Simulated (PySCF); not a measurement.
## Worked example: refractive index and permittivity of the vapour

Zn(F)(SH) (FHSZn), SMILES [F][Zn][SH].

Geometry optimised at TPSSh-D3(BJ)/def2-TZVP. One conformer was computed; it need not be the lowest.

CAM-B3LYP/def2-TZVPD run with PySCF gives a mean static polarisability of 44.2 bohr³ and a dipole moment of 1.67 D. Take an ideal gas at 298.15 K and 0.01 bar, whether or not the substance is that volatile.

Problem. Work out n − 1 in the optical limit and the static ε − 1.

Solution. 
Polarisability volume α' = 44.2 × 0.148185 = 6.55 Å³. Number density N = p/kT = 2.43e-7 Å⁻³.
Dilute limit of Lorentz–Lorenz: n − 1 = 2π N α' = 1.0e-5.
Orientation term of Debye: μ²/(3kT) = 8.098 Å³ × μ²(D²) = 22.58 Å³.
ε − 1 = 4π N (α' + μ²/3kT) = 8.9e-5. Orientation of the dipole supplies 78 % of the static response; it can't follow optical fields. Vibrational polarisation and dispersion are left out.
